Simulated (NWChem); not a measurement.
System: CH₆F₂Si₂; SMILES FC[Si@@H](F)[SiH3]

```xyz
11

F      1.1809     1.8672    -0.0397
C     -0.1471     1.6507    -0.3687
Si    -0.6373    -0.0078     0.4158
F     -2.0730    -0.4511    -0.2293
Si     1.0143    -1.5915    -0.0946
H     -0.2496     1.6170    -1.4678
H     -0.7539     2.4970    -0.0028
H     -0.8334     0.1551     1.8861
H      0.5549    -2.9640     0.2774
H      2.2589    -1.2683     0.6654
H      1.3067    -1.5533    -1.5598
```
Atoms are numbered in this order, from 1.

All runs: NWChem. Pople sets run with spherical d functions. All runs use the structure optimised with PBE0/def2-SVP. GIAO values for the isolated, static molecule; σ is the absolute isotropic shielding, δ = σ(reference) − σ with the isolated reference molecule computed at the same levels (13C: tetramethylsilane, 19F: trichlorofluoromethane, 1H: tetramethylsilane, 29Si: tetramethylsilane).

| level | δ F1 (ppm) | δ C2 (ppm) | δ Si3 (ppm) | δ F4 (ppm) | δ Si5 (ppm) | δ H6 (ppm) | δ H8 (ppm) |
|---|---|---|---|---|---|---|---|
| B3LYP/6-311G** | -318.6 | 75.2 | 20.3 | -243.1 | -108.0 | 4.60 | 5.69 |
| KT2/pcSseg-1 | -328.8 | 75.5 | 23.5 | -254.7 | -112.6 | 4.72 | 5.77 |
| PBE0/pcSseg-1 | ___ | ___ | ___ | ___ | ___ | 4.64 | ___ |

### Question
What belongs in the gaps?

### Answer

- PBE0/pcSseg-1, δ F1 (ppm): -305.4
- PBE0/pcSseg-1, δ C2 (ppm): 74.6
- PBE0/pcSseg-1, δ Si3 (ppm): 22.1
- PBE0/pcSseg-1, δ F4 (ppm): -226.3
- PBE0/pcSseg-1, δ Si5 (ppm): -109.1
- PBE0/pcSseg-1, δ H8 (ppm): 5.60
